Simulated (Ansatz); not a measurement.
C4H9NaO, charge -1, doublet, at the geometry of the source list (a state made from the parent by changing its charge; the spin is typed, not shown lowest) (a gas-phase anion, which may not be bound at this level); REVPBE/STO-3G (Ansatz, an electronic-structure program).

The Ansatz input:
Ansatz 0.2 input:
```yaml
crystal:
  periodic: [false, false, false]
  atoms:
    - {symbol: Na, position_ang: [1.75540000, 2.12710000, 1.42110000]}
    - {symbol: O, position_ang: [0.33980000, 0.98330000, 1.23090000]}
    - {symbol: C, position_ang: [-0.00320000, 0.13190000, 0.22460000]}
    - {symbol: C, position_ang: [1.09250000, -0.92960000, -0.01160000]}
    - {symbol: C, position_ang: [-1.31440000, -0.60360000, 0.59010000]}
    - {symbol: C, position_ang: [-0.23230000, 0.89090000, -1.10010000]}
    - {symbol: H, position_ang: [0.79550000, -1.64270000, -0.77630000]}
    - {symbol: H, position_ang: [1.27870000, -1.46100000, 0.91880000]}
    - {symbol: H, position_ang: [2.01770000, -0.43470000, -0.32360000]}
    - {symbol: H, position_ang: [-1.16720000, -1.15260000, 1.51560000]}
    - {symbol: H, position_ang: [-1.61260000, -1.29120000, -0.19690000]}
    - {symbol: H, position_ang: [-2.09990000, 0.12920000, 0.74920000]}
    - {symbol: H, position_ang: [0.69920000, 1.37720000, -1.40690000]}
    - {symbol: H, position_ang: [-0.98950000, 1.65590000, -0.94480000]}
    - {symbol: H, position_ang: [-0.55990000, 0.22000000, -1.89000000]}
basis:
  gaussian:
    orbitals: STO-3G
hamiltonian:
  xc: revpbe
total_charge: -1
magnetization: {spin_polarized: true, initial_magnetization: 1}
```

Q: What does Ansatz print? Leave out banner, timings and long lists.

A: 
```
Functional definition: revPBE
578 factors; integrals over basis functions are off by at most 6.0e-5 eV
mean field evaluation 1: about -10607.1233 eV, gradient 2.2e1 eV
mean field evaluation 2: about -10550.2693 eV, gradient 1.2e2 eV
mean field evaluation 4: about -10610.0270 eV, gradient 4.1e0 eV
mean field evaluation 8: about -10610.0172 eV, gradient 9.1e-2 eV
mean field evaluation 16: about -10610.0173 eV, gradient 3.1e-5 eV
mean field -10610.01726490 eV, -389.9109427571 hartree, gradient 3.1e-5 eV, S^2 0.750396; 2 other end points of the search recorded, 0 dependent functions left out
reference -10610.01729895 eV, -389.9109440083 hartree; 27, 26 occupied and 16, 17 virtual orbitals, 578 factors
Total energy: -10610.01729895 eV, -389.9109440083 hartree
```
